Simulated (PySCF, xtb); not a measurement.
B(Br)(Me)(vinyl) (C₃H₆BBr), SMILES C=CB(C)Br.

Coordinates come from a PBE0-D3(BJ)/def2-SVP optimisation. The values are those of a single conformer.

These are PySCF 2.14.0 with C-PCM-M06-2X/def2-SVP values and carry that method's errors.

The values are the electrostatic part of the solvation free energy, E(continuum) − E(gas) at the gas-phase geometry, in a cavity of scaled van der Waals radii (PySCF's table); cavitation and dispersion terms are not included. In vacuum the orbital gap is 8.02 eV. The dipole moment in vacuum is 2.18 D.

Question: Estimate the values in water (ε = 78.36), chlorobenzene (ε = 5.70), ethanol (ε = 24.85). (An estimate is asked for; the answer gives what the named calculation found.)

Answer: 
```json
[
 {"solvent": "water", "ε": "78.36", "ΔG(elec) (kcal/mol)": "-2.4", "dipole (D)": "2.97", "gap (eV)": "8.27"},
 {"solvent": "chlorobenzene", "ε": "5.70", "ΔG(elec) (kcal/mol)": "-1.9", "dipole (D)": "2.80", "gap (eV)": "8.22"},
 {"solvent": "ethanol", "ε": "24.85", "ΔG(elec) (kcal/mol)": "-2.3", "dipole (D)": "2.94", "gap (eV)": "8.26"}
]
```

For comparison, GFN2-xTB/ALPB(water) (xtb, at the GFN2-xTB geometry, all terms of that model) gives -1.6 kcal/mol.
